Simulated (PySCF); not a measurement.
B97-3 single point of singlet La(OH)₃ at its PBE0 minimum.

Input, equivalent to the run apart from its starting density:

```python
from pyscf import gto, scf, dft
mol = gto.M(atom='''
La     0.000000     0.000000    -0.121970
O      2.097165    -0.371621     0.348365
O     -0.726749     2.002009     0.348365
O     -1.370416    -1.630388     0.348365
H      2.970168    -0.526319     0.709559
H     -1.029279     2.835400     0.709559
H     -1.940889    -2.309082     0.709559''',
    basis={'La': 'def2-SVP', 'O': 'def2-SVP', 'H': 'def2-SVP'},
    ecp={'La': 'def2-SVP'},
    charge=0, spin=0)
mf = dft.RKS(mol, xc='HYB_GGA_XC_B97_3')
mf.grids.atom_grid = (75, 302)
mf.grids.prune = None
aux = {'La': 'def2-universal-JKFIT', 'O': 'def2-universal-JKFIT', 'H': 'def2-universal-JKFIT'}
mf = mf.density_fit(auxbasis=aux)
mf.conv_tol = 1e-08
mf.diis_space = 10
mf.max_cycle = 60
mf.verbose = 4
mf.kernel()
```

Excerpt of the output:

```
init E= -258.99219286801
  HOMO = -0.27507312903807  LUMO = -0.0334505597707384  gap/eV = 6.57489
cycle= 1 E= -258.992191864065  delta_E= 1e-06  |g|= 0.0437  |ddm|= 0.0792
  HOMO = -0.26363649754974  LUMO = -0.033819112573493  gap/eV = 6.25365
cycle= 2 E= -258.991439016171  delta_E= 0.000753  |g|= 0.0756  |ddm|= 0.0763
  HOMO = -0.270588303882455  LUMO = -0.0333148810618162  gap/eV = 6.45654
cycle= 3 E= -258.992563738772  delta_E= -0.00112  |g|= 0.000722  |ddm|= 0.0494
  HOMO = -0.270480073989453  LUMO = -0.0332478925583573  gap/eV = 6.45542
cycle= 4 E= -258.992563842282  delta_E= -1.04e-07  |g|= 0.000237  |ddm|= 0.000852
  HOMO = -0.270476598989847  LUMO = -0.0332472563952955  gap/eV = 6.45534
cycle= 5 E= -258.992563857042  delta_E= -1.48e-08  |g|= 2.61e-05  |ddm|= 0.000289
  HOMO = -0.270471001525349  LUMO = -0.0332413801294997  gap/eV = 6.45535
cycle= 6 E= -258.992563857269  delta_E= -2.27e-10  |g|= 9.95e-06  |ddm|= 5.58e-05
  HOMO = -0.270469813254402  LUMO = -0.0332411730374673  gap/eV = 6.45532
Extra cycle  E= -258.99256385724  delta_E= 2.88e-11  |g|= 1.66e-05  |ddm|= 1.95e-05
converged SCF energy = -258.99256385724
```

This run, together with those of the ionised and electron-attached species (not shown), took 11 s on 2 threads of a shared Arm Neoverse V2 host, with 89 basis functions; the process peaked at 1.6 GiB. Launch command: `OMP_NUM_THREADS=2 python axn.py task.json out`.
